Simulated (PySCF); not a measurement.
## Electron correlation in Ge²⁺ (germanium, charge +2)

Starting occupation: [Ar] 3d10 4s2. Computed with PySCF 2.14 in x2c-TZVPall-2c (6s7p4d1f, 54 functions), with X2C-1e with screened-nucleus spin-orbit coupling, Gaussian nucleus. Frozen: [Ne]; 20 electrons correlated.

MP2 pair energies summed by pair of shells (mhartree):

| pair | energy | share (%) |
| --- | --- | --- |
| 3d3/2-3d5/2 | -54.27 | 17.9 |
| 3d5/2-3d5/2 | -37.30 | 12.3 |
| 3d5/2-3p3/2 | -34.32 | 11.3 |
| 4s1/2-4s1/2 | -28.07 | 9.3 |
| 3d3/2-3p3/2 | -23.37 | 7.7 |
| 3d5/2-3p1/2 | -17.37 | 5.7 |
| 3d3/2-3d3/2 | -15.26 | 5.0 |
| 3d5/2-4s1/2 | -12.84 | 4.2 |
| 3p1/2-3p3/2 | -11.44 | 3.8 |
| 3d5/2-3s1/2 | -11.40 | 3.8 |
| 3d3/2-3p1/2 | -10.69 | 3.5 |
| 3p3/2-3p3/2 | -10.34 | 3.4 |
| 3d3/2-4s1/2 | -8.44 | 2.8 |
| 3p3/2-3s1/2 | -7.58 | 2.5 |
| 3d3/2-3s1/2 | -7.52 | 2.5 |
| 3p1/2-3s1/2 | -3.75 | 1.2 |
| 3p3/2-4s1/2 | -3.08 | 1.0 |
| 3p1/2-3p1/2 | -2.22 | 0.7 |
| 3s1/2-3s1/2 | -1.47 | 0.5 |
| 3p1/2-4s1/2 | -1.42 | 0.5 |
| 3s1/2-4s1/2 | -0.55 | 0.2 |

Total MP2 correlation energy: -302.70 mhartree.

MP2 falls well short for the outer s pair, which is nearly degenerate with np².

This basis was not built for core-valence correlation, so the inner-shell part is incomplete.
